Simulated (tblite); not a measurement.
C7H14Si2.
Atom-mapped SMILES: `[CH:1]#[C:2][C@@:3]1([CH3:4])[CH2:5][Si@H:6]([CH2:7][CH3:8])[SiH2:9]1` (hydrogens: H10 on C1; H11, H12, H13 on C4; H14, H15 on C5; H16 on Si6; H17, H18 on C7; H19, H20, H21 on C8; H22, H23 on Si9)

Computed with GFN2-xTB (tblite), gas phase: L-BFGS steps from a force-field or distance-geometry start until the largest atomic force falls under 0.01 eV/Å.

Step 107: E = -693.0250 eV
```
atom  x, y, z in Å  |  force x, y, z in eV/Å
C1     -2.9335   -0.3003   -2.2183   -0.028  -0.001  -0.052
C2     -2.3506   -0.1623   -1.1809    0.025   0.012   0.062
C3     -1.6325   -0.0175    0.0612    0.002  -0.007  -0.003
C4     -2.5459   -0.4004    1.2223    0.002  -0.005  -0.010
C5     -0.3425   -0.8881    0.0039    0.000  -0.005   0.007
Si6     0.9596    0.4470   -0.4658    0.005   0.002  -0.002
C7      2.5810    0.4093    0.5448    0.002   0.003   0.003
C8      3.6253   -0.5276   -0.0500    0.002   0.008   0.004
Si9    -0.8464    1.7695    0.1603    0.006   0.001   0.009
H10    -3.4481   -0.4190   -3.1249   -0.003   0.006   0.011
H11    -2.0258   -0.2745    2.1704    0.008   0.000   0.004
H12    -2.8666   -1.4390    1.1382   -0.005  -0.011  -0.001
H13    -3.4326    0.2306    1.2319   -0.013  -0.002  -0.005
H14    -0.1492   -1.3170    0.9888   -0.004  -0.003   0.006
H15    -0.4539   -1.7253   -0.6851    0.003   0.007   0.004
H16     1.3143    0.3806   -1.8947    0.014   0.011  -0.012
H17     2.3759    0.1087    1.5731   -0.010   0.002   0.002
H18     2.9953    1.4172    0.5978    0.013  -0.006  -0.017
H19     4.5380   -0.5230    0.5445   -0.011  -0.011   0.011
H20     3.8825   -0.2200   -1.0611   -0.007  -0.002  -0.011
H21     3.2485   -1.5474   -0.0914    0.007   0.006   0.008
H22    -0.9717    2.2953    1.5290    0.003  -0.005  -0.011
H23    -1.5261    2.7302   -0.7111   -0.011   0.001  -0.007
```

Step 108: E = -693.0251 eV
```
atom  x, y, z in Å  |  force x, y, z in eV/Å
C1     -2.9337   -0.3000   -2.2185   -0.004   0.005  -0.008
C2     -2.3508   -0.1623   -1.1806    0.003   0.005   0.018
C3     -1.6325   -0.0179    0.0611    0.004   0.000   0.003
C4     -2.5459   -0.4004    1.2223    0.001  -0.007  -0.009
C5     -0.3426   -0.8883    0.0041    0.004  -0.004   0.005
Si6     0.9597    0.4470   -0.4656    0.005  -0.002  -0.002
C7      2.5813    0.4093    0.5450   -0.002   0.005   0.002
C8      3.6254   -0.5276   -0.0501   -0.001   0.009   0.005
Si9    -0.8463    1.7692    0.1602    0.002   0.004   0.008
H10    -3.4484   -0.4185   -3.1248   -0.007   0.005   0.003
H11    -2.0259   -0.2738    2.1703    0.006   0.001   0.005
H12    -2.8662   -1.4392    1.1388   -0.004  -0.010  -0.002
H13    -3.4332    0.2301    1.2312   -0.011  -0.002  -0.004
H14    -0.1497   -1.3174    0.9890   -0.003  -0.003   0.004
H15    -0.4537   -1.7251   -0.6853    0.002   0.004   0.005
H16     1.3146    0.3810   -1.8945    0.013   0.010  -0.009
H17     2.3762    0.1089    1.5734   -0.008   0.005  -0.001
H18     2.9956    1.4172    0.5972    0.012  -0.007  -0.013
H19     4.5377   -0.5233    0.5448   -0.004  -0.010   0.012
H20     3.8823   -0.2197   -1.0611   -0.005  -0.003  -0.010
H21     3.2486   -1.5472   -0.0915    0.005   0.001   0.006
H22    -0.9710    2.2952    1.5289    0.002  -0.005  -0.011
H23    -1.5264    2.7297   -0.7113   -0.010   0.000  -0.005
```

Step 109: E = -693.0252 eV
```
atom  x, y, z in Å  |  force x, y, z in eV/Å
C1     -2.9346   -0.2987   -2.2188    0.022   0.011   0.040
C2     -2.3517   -0.1618   -1.1803   -0.021  -0.005  -0.032
C3     -1.6329   -0.0187    0.0610    0.006   0.012   0.008
C4     -2.5461   -0.4007    1.2223   -0.002  -0.008  -0.007
C5     -0.3432   -0.8890    0.0040    0.010  -0.001   0.002
Si6     0.9599    0.4461   -0.4653    0.007  -0.004  -0.002
C7      2.5820    0.4095    0.5451   -0.011   0.008  -0.002
C8      3.6260   -0.5276   -0.0495   -0.005   0.012   0.007
Si9    -0.8460    1.7684    0.1599   -0.003   0.008   0.004
H10    -3.4497   -0.4164   -3.1247   -0.011   0.004  -0.003
H11    -2.0259   -0.2719    2.1700    0.001   0.001   0.005
H12    -2.8649   -1.4402    1.1404   -0.003  -0.007  -0.002
H13    -3.4346    0.2285    1.2296   -0.004  -0.005  -0.001
H14    -0.1512   -1.3191    0.9886   -0.001  -0.004   0.003
H15    -0.4540   -1.7246   -0.6867    0.002  -0.003   0.003
H16     1.3156    0.3812   -1.8944    0.011   0.009  -0.005
H17     2.3771    0.1107    1.5742   -0.004   0.009  -0.007
H18     2.9962    1.4177    0.5941    0.010  -0.008  -0.006
H19     4.5380   -0.5225    0.5456    0.004  -0.007   0.009
H20     3.8819   -0.2204   -1.0610   -0.002  -0.006  -0.006
H21     3.2499   -1.5472   -0.0890    0.000  -0.008   0.002
H22    -0.9691    2.2944    1.5287    0.001  -0.004  -0.009
H23    -1.5274    2.7292   -0.7108   -0.007  -0.004  -0.002
```

Step 110: E = -693.0253 eV
```
atom  x, y, z in Å  |  force x, y, z in eV/Å
C1     -2.9362   -0.2968   -2.2185    0.030   0.013   0.054
C2     -2.3529   -0.1610   -1.1800   -0.027  -0.011  -0.050
C3     -1.6333   -0.0192    0.0609    0.005   0.018   0.008
C4     -2.5464   -0.4015    1.2223   -0.003  -0.008  -0.004
C5     -0.3440   -0.8898    0.0036    0.012   0.001  -0.002
Si6     0.9600    0.4450   -0.4653    0.006  -0.005  -0.003
C7      2.5826    0.4101    0.5445   -0.014   0.009  -0.006
C8      3.6271   -0.5277   -0.0483   -0.011   0.012   0.009
Si9    -0.8457    1.7677    0.1599   -0.003   0.008  -0.002
H10    -3.4517   -0.4131   -3.1244   -0.012   0.004  -0.004
H11    -2.0265   -0.2694    2.1699   -0.005  -0.001   0.003
H12    -2.8626   -1.4421    1.1422   -0.001  -0.002  -0.002
H13    -3.4365    0.2255    1.2276    0.000  -0.006   0.003
H14    -0.1528   -1.3211    0.9878    0.001  -0.004   0.002
H15    -0.4552   -1.7241   -0.6883    0.003  -0.009   0.002
H16     1.3168    0.3808   -1.8944    0.008   0.007  -0.002
H17     2.3779    0.1141    1.5745    0.001   0.012  -0.010
H18     2.9966    1.4185    0.5894    0.008  -0.008   0.002
H19     4.5389   -0.5212    0.5468    0.009  -0.003   0.010
H20     3.8823   -0.2224   -1.0605    0.000  -0.008  -0.005
H21     3.2517   -1.5475   -0.0852   -0.003  -0.013  -0.001
H22    -0.9679    2.2929    1.5288    0.000  -0.001  -0.005
H23    -1.5270    2.7292   -0.7105   -0.005  -0.006   0.001
```

**Question.** Estimate the geometry and energy of step 111. (The exact step hangs on the optimiser's Hessian estimate; all steps are aligned on step 110, rigid shifts and turns removed.)

**Answer.** E = -693.0254 eV, largest force 0.050 eV/Å
```
atom  x, y, z in Å  |  force x, y, z in eV/Å
C1     -2.9389   -0.2936   -2.2181    0.024   0.012   0.042
C2     -2.3547   -0.1594   -1.1798   -0.020  -0.012  -0.042
C3     -1.6340   -0.0196    0.0608    0.003   0.016   0.005
C4     -2.5466   -0.4029    1.2223   -0.002  -0.002   0.001
C5     -0.3452   -0.8910    0.0024    0.009   0.002  -0.004
Si6     0.9600    0.4431   -0.4659    0.004  -0.004  -0.006
C7      2.5832    0.4113    0.5431   -0.011   0.007  -0.009
C8      3.6287   -0.5278   -0.0457   -0.011   0.005   0.007
Si9    -0.8453    1.7668    0.1601    0.000   0.004  -0.010
H10    -3.4550   -0.4080   -3.1240   -0.010   0.004   0.001
H11    -2.0270   -0.2668    2.1697   -0.012  -0.004   0.000
H12    -2.8596   -1.4448    1.1443    0.003   0.004  -0.003
H13    -3.4388    0.2214    1.2254    0.005  -0.009   0.006
H14    -0.1551   -1.3243    0.9859    0.004  -0.002   0.000
H15    -0.4577   -1.7238   -0.6911    0.006  -0.011   0.002
H16     1.3186    0.3798   -1.8948    0.004   0.006   0.001
H17     2.3788    0.1202    1.5747    0.005   0.014  -0.013
H18     2.9969    1.4201    0.5819    0.006  -0.006   0.010
H19     4.5412   -0.5176    0.5487    0.003   0.001   0.007
H20     3.8827   -0.2269   -1.0599   -0.001  -0.010   0.002
H21     3.2554   -1.5487   -0.0773   -0.005  -0.010  -0.003
H22    -0.9658    2.2898    1.5295   -0.001   0.004   0.001
H23    -1.5264    2.7296   -0.7094   -0.003  -0.009   0.005
```

The energy changes by -0.0001 eV. The first-order estimate −F·Δx gives -0.0002 eV and the mean of the old and new forces, exact on a quadratic surface, -0.0001 eV. The step makes an angle of 85° with the force vector and moves no atom by more than 0.009 Å.

What follows is the cost of the whole relaxation. Hardware: Intel Xeon at 2.70 GHz, one thread, no GPU, shared host with 64 logical CPUs at a one-minute load of 60. Cost: 4.8 s.
